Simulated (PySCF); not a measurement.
Input of a response calculation (the driver script's job line, then coordinates in Å):

```
{"job": {"kind": "uv", "xc": "B3LYP", "basis": "def2-SVPD", "nstates": 8, "ntriplets": 3}, "charge": 0, "multiplicity": 1}
C     -3.162126     0.386682    -0.316242
B     -2.416969    -0.172208     1.038677
N     -1.061377    -0.473197     0.647431
C      0.007505    -0.679915     0.257245
Si     1.719127    -1.006712    -0.381835
C      2.586153     0.701148    -0.234896
C      3.943879     0.618311    -0.673946
N      5.026400     0.524621    -1.031173
H     -4.191320     0.639484    -0.079346
H     -3.174863    -0.357348    -1.109519
H     -2.680578     1.281405    -0.704439
H     -2.340611     0.655845     1.894645
H     -2.883732    -1.197024     1.431883
H      1.616920    -1.416141    -1.781308
H      2.358349    -1.988298     0.492076
H      2.576038     1.047985     0.800701
H      2.070208     1.447392    -0.843178
```

Its output, with some lines taken out ([cut]) and without the SCF cycles:

```
converged SCF energy = -581.3910934020

Static polarisability (au): isotropic 112.758, principal 82.497 85.224 170.554

Singlet excitations
state   eV       nm        f      main configurations
[cut]
  2   4.6208    268.3   0.00726   H-1->L+1 0.69, H->L 0.11, H-1->L 0.11
  3   4.6302    267.8   0.01395   H-1->L 0.45, H->L+1 0.35, H-1->L+1 0.16
  4   5.5017    225.4   0.65846   H->L+1 0.52, H-1->L 0.41
  5   6.3701    194.6   0.00068   H->L+2 0.85, H->L+3 0.12
  6   6.4086    193.5   0.02066   H-1->L+2 0.72, H-1->L+3 0.24
[cut]
[cut]

[cut]
```

Level of theory: PySCF, TDDFT B3LYP/def2-SVPD, vertical, gas phase, core orbitals frozen in the response. Isolated species at its GFN2-xTB geometry (one conformer only).

Problem. What stood in the cut lines?

Solution. 
```
  1   4.4258    280.1   0.00068   H->L 0.85, H-1->L+1 0.14
  7   6.4507    192.2   0.00102   H->L+3 0.86, H->L+2 0.12
  8   6.4863    191.1   0.01482   H-1->L+3 0.72, H-1->L+2 0.24
Triplet excitations (Tamm-Dancoff, eV): 4.0252 4.2160 4.2219
```

Problem. Give the mean polarisability in Å³.

Solution. 112.76 au × 0.148185 = 16.71 Å³.

Problem. What is the gap between the lowest singlet and the lowest triplet?

Solution. 4.4258 − 4.0252 = 0.4006 eV (full response against Tamm–Dancoff).

Problem. What is the polarisability anisotropy, √(½[(α1 − α2)² + (α2 − α3)² + (α3 − α1)²])?

Solution. 86.73 au.

Problem. Write the structure that the coordinates describe.

Solution. `C[BH2-][N+]#C[SiH2]CC#N` (C4H9BN2Si), point group C1.

H and L stand for HOMO and LUMO.

Conformer computed: `[CH3:1][BH2-:2][N+:3]#[C:4][SiH2:5][CH2:6][C:7]#[N:8]`: C4–Si5–C6–C7 179°.
